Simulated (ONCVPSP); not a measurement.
aluminium, ONCV: configuration errors across variants

```json
{
  "Element": "Al (Z = 13)",
  "Generator": "ONCVPSP 4.0.1",
  "Type": "optimised norm-conserving Vanderbilt (ONCV)",
  "Functional": "PBE",
  "Relativity": "non-relativistic",
  "Frozen core": "[Ne]",
  "Valence charge": "3",
  "Reference configuration": "3s2 (charge +1)",
  "Partial waves": "3s: rc 1.55 bohr, ncon 3, nbas 8, qcut 4 1/bohr, 3 projectors, debl 0.4 Ha; p scattering state at 0.26 Ha: rc 1.25 bohr, ncon 3, nbas 6, qcut 5.6 1/bohr, 1 projector; d scattering state at 0.05 Ha: rc 1.60 bohr, ncon 4, nbas 7, qcut 7 1/bohr, 2 projectors, debl 2.5 Ha",
  "Local potential": "polynomial inside 1.20 bohr (lpopt 2, dvloc0 0 Ha)",
  "Core correction": "none"
}
```

In the s channel the program set the typed energies aside and used -0.543, 0.250, 0.650 Ha.

All-electron excitation energies from the reference (eV): (1) 3s2 3p1 -5.771; (2) 3s1 19.192; (3) 3s2 3p0.5 -3.681; (4) 3s1 3p2 -0.664.

A true bound ghost makes a file unfit for plane-wave use even where its test errors are small: the radial tests pick states by their node count and pass the ghost by.

Errors AE − PS in meV (a dash: test not solved or not reliable):

| change | (1) | (2) | (3) | (4) | bound ghosts | GHOST(+) flags above zero |
| --- | --- | --- | --- | --- | --- | --- |
| base | +73 | +26 | +42 | +167 | s | s |
| local potential polynomial inside 0.80 bohr (lpopt 5, dvloc0 4 Ha) | +83 | +26 | +47 | +186 | s | s |
| s: ncon 4, nbas 9 | +74 | +26 | +42 | +170 | s | s |

Q: Give the same row for: s: qcut 4.8.

A: +74, +24, +42, +169; bound ghosts: s; GHOST(+) flags above zero: s.
